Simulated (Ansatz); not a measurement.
Compare A (`FC[C@@H](F)[C@H](F)CF`) with its isomer B (`CC(F)(F)C(F)CF`).

Isolated molecules relaxed with PBE0-D4/def2-TZVP in Ansatz; ΔE leaves out vibrations. CCSD(T)/CBS adds triple-zeta CCSD(T) − MP2 to the extrapolated MP2 energy (def2 sets, frozen cores). DFT in def2-TZVPP. B3LYP here is the variant with VWN-RPA as its local correlation; programs differ in this. Each species was taken in one conformer, which may not be the lowest.

Which isomer does CCSD(T)/CBS put lower? Give the gap. (An estimate is asked.)

Computed: B, by 12.6 kcal/mol.

Give E(B) − E(A) in kcal/mol with LDA (SPW92), B2PLYP, CCSD/def2-TZVPP, MP2/def2-TZVPP, HF/def2-TZVPP, B3LYP, B3LYP-D4. (Estimate.)

Computed: LDA (SPW92) -14.7, B2PLYP -12.1, CCSD/def2-TZVPP -12.3, MP2/def2-TZVPP -13.0, HF/def2-TZVPP -11.5, B3LYP -11.4, B3LYP-D4 -11.9. None reverses the order clearly.

Largest T1 diagnostic: 0.011.

Leaving LDA and LC-ωPBE aside and taking each functional with its dispersion term where it has one, the values, not all of them listed here, spread over 2.4 kcal/mol, from B97M-V to BLYP-D4. LDA lies −2.5 kcal/mol from PBE without D4. In def2-TZVPP, CCSD(T) changes the Hartree–Fock value by −1.1 kcal/mol (the triples alone add −0.3 kcal/mol) and MP2 by −1.5 kcal/mol.
